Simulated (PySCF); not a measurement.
CH₂Cl, SMILES Cl[CH2] (connectivity only; charge and spin as stated), charge +1, multiplicity 1. Atoms are numbered in the order given.

```xyz
4

C      0.0000     0.0000    -1.0446
Cl     0.0000     0.0000     0.5545
H      0.0000     0.9601    -1.5792
H      0.0000    -0.9601    -1.5792
```
Charge +1, spin multiplicity 1.

The structure is a stationary point at PBE-D3(BJ)/def2-TZVP. The spin state was assumed, not searched. The isomer is the one that the SMILES or the coordinates give; other isomers of the formula were not compared.

Method: TDA-ωB97X/def2-TZVPD (PySCF 2.14.0).

Vertical excitations. Gas-phase values at a fixed geometry. State labels are in the subgroup C2v.

| state | symmetry | energy (eV) | λ (nm) | f | main pairs |
|---|---|---|---|---|---|
| S1 | A2 | 3.59 | 345 | 0.000 | HOMO→LUMO 100 % |
| S2 | A1 | 7.58 | 164 | 0.207 | HOMO−1→LUMO 89 % |
| S3 | B1 | 7.77 | 160 | 0.000 | HOMO−2→LUMO 98 % |
| S4 | A2 | 8.18 | 152 | 0.000 | HOMO−3→LUMO 99 % |
| S5 | B2 | 9.35 | 133 | 0.000 | HOMO→LUMO+1 83 % |
| S6 | B2 | 11.20 | 111 | 0.017 | HOMO→LUMO+2 84 % |
| S7 | B1 | 11.21 | 111 | 0.004 | HOMO−1→LUMO+1 82 % |
| S8 | A1 | 12.47 | 99 | 0.167 | HOMO→LUMO+3 89 % |
| S9 | B2 | 12.60 | 98 | 0.063 | HOMO→LUMO+5 71 %, HOMO→LUMO+7 15 % |
| S10 | A2 | 13.10 | 95 | 0.000 | HOMO→LUMO+4 95 % |
| T1 | A2 | 3.11 | 399 | 0 | HOMO→LUMO 99 % |
| T2 | A1 | 4.30 | 288 | 0 | HOMO−1→LUMO 99 % |
| T3 | B1 | 6.83 | 181 | 0 | HOMO−2→LUMO 98 % |
| T4 | A2 | 7.41 | 167 | 0 | HOMO−3→LUMO 98 % |
Triplets are in the Tamm–Dancoff approximation.
